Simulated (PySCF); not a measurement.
## How methods differ on the excitation energy of Al⁺

Al⁺ [Ne] 3s2 (1S) → Al⁺ [Ne] 3s1 4s1, s spin flipped, as a difference of total energies. Calculation: PySCF 2.14, in dyall-acv3z (19s12p6d4f, 113 functions); the spin-free X2C one-electron Hamiltonian (Gaussian nucleus). Correlated levels: valence: [Ne] frozen; valence and next inner shell: 1s2 frozen; virtual orbitals above 40 to 60 times the deepest correlated orbital energy dropped. The calculations carry no spin-orbit coupling.

| method | excitation energy (eV) |
| --- | --- |
| UHF | 0.000 |
| LDA | 0.000 |
| PBE | 0.000 |
| PBE0 | 0.000 |
| r2SCAN | 0.000 |
| PW91 | 0.000 |
| wB97X-V | 0.000 |
| B3LYP | 0.000 |
| MP2 (valence) | 0.000 |
| SCS-MP2 (valence) | 0.000 |
| MP2 (valence and next inner shell) | 0.000 |
| SCS-MP2 (valence and next inner shell) | 0.000 |

The upper determinant mixes two multiplicities, so it lies between the two terms.

The promoted electron is Rydberg-like, and one or two diffuse shells describe it only roughly, which tends to raise the upper state.
